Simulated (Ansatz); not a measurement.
Start from `FC1=C(F)C(F)C1` and change one atom or group to get `FC1=CC(F)C1`.

Ansatz, PBE0-D4/def2-TZVP geometries, multiplicity 1. 

```tsv
property	`FC1=C(F)C(F)C1`
HOMO energy (ωB97M-V/def2-TZVPP) / eV	-9.82
HOMO energy (PBE/def2-TZVPP) / eV	-6.30
ideal-gas entropy at 298 K and 1 bar (rigid rotor, harmonic PBE0-D4/def2-TZVP) / J/(mol·K)	325
HOMO–LUMO gap (ωB97M-V/def2-TZVPP) / eV	12.24
zero-point energy (PBE0-D4/def2-TZVP) / kJ/mol	170.3
LUMO energy (ωB97M-V/def2-TZVPP) / eV	2.43
```

Task: Give the same properties after the change, and the shifts. (Best estimate.)

Result: Ansatz gave: 
```tsv
property	`FC1=CC(F)C1`	shift
HOMO energy (ωB97M-V/def2-TZVPP) / eV	-9.97	-0.15
HOMO energy (PBE/def2-TZVPP) / eV	-6.51	-0.21
ideal-gas entropy at 298 K and 1 bar (rigid rotor, harmonic PBE0-D4/def2-TZVP) / J/(mol·K)	306	-19
HOMO–LUMO gap (ωB97M-V/def2-TZVPP) / eV	12.26	0.02
zero-point energy (PBE0-D4/def2-TZVP) / kJ/mol	189.4	19.1
LUMO energy (ωB97M-V/def2-TZVPP) / eV	2.29	-0.14
```
